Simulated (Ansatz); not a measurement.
Mulliken charges of C2H4BFOS (`CC1(S)OB1F`) from ωB97M-V/def2-TZVPP in Ansatz (PBE0-D4/def2-TZVP geometry).

| atom | x (Å) | y (Å) | z (Å) | charge (e) |
| --- | --- | --- | --- | --- |
| C1 | -0.324 | -0.846 | -0.996 | -0.285 |
| C2 | 0.096 | -0.026 | 0.187 | 0.065 |
| S3 | 1.094 | -0.957 | 1.310 | -0.082 |
| O4 | -1.137 | 0.706 | 0.858 | -0.241 |
| B5 | -0.171 | 1.448 | 0.350 | 0.331 |
| F6 | 0.126 | 2.717 | 0.242 | -0.249 |
| H7 | 0.540 | -1.037 | -1.634 | 0.125 |
| H8 | -1.081 | -0.319 | -1.578 | 0.109 |
| H9 | -0.737 | -1.809 | -0.681 | 0.117 |
| H10 | 1.677 | 0.072 | 1.945 | 0.109 |

Task: By hand: the dipole of these point charges (1 e Å = 4.8032 D).

Result: Σ q r = (0.241, -0.418, -0.207) e Å, of length 0.525 e Å = 2.52 D.

Task: How does the dipole of the full density compare? (Best estimate.)

Result: The calculation gave: (0.220, -0.081, -0.242) e Å, 1.62 D; the point charges give 1.56 times that, at 39° from its direction.

Point charges leave out the atoms' own dipoles, such as those of lone pairs, and Mulliken's split depends on the basis, so the two needn't agree.
